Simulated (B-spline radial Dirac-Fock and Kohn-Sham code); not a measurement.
Model: relaxed Dirac-Fock hole states (ΔSCF) with Breit and QED corrections and a finite nucleus. Program: a radial atomic solver. The model has no electron correlation.

**Question.** Identify the element and charge state from the binding energies below (tabulated ground configuration; the least bound level is included).

```tsv
level	binding energy (eV)
2s	9520.9
2p3/2	8191.0
3p3/2	1866.4
4p3/2	431.8
4d3/2	291.7
4d5/2	284.4
4f	118.1
```

**Answer.** Ho⁷⁺: Z = 67 with 60 electrons, [Kr] 4d10 4f9 5s2 5p3.

**Question.** An atom or ion in its tabulated ground configuration has these computed binding energies (the last is its least bound level). Which is it?

| level | binding energy (eV) |
| --- | --- |
| K | 74678.6 |
| L1 | 16972.3 |
| L2 | 16467.0 |
| L3 | 15088.2 |
| M1 | 6877.2 |
| M2,3 | 6481.5 |

**Answer.** W⁶¹⁺: Z = 74 with 13 electrons, [Ne] 3s2 3p1. The hydrogen-like estimate √(E/Ry) = 74.1 for the K level lies 0.1 above Z (screening lowers it, relativity raises it); the outermost level, at 6481.5 eV, fixes the charge.
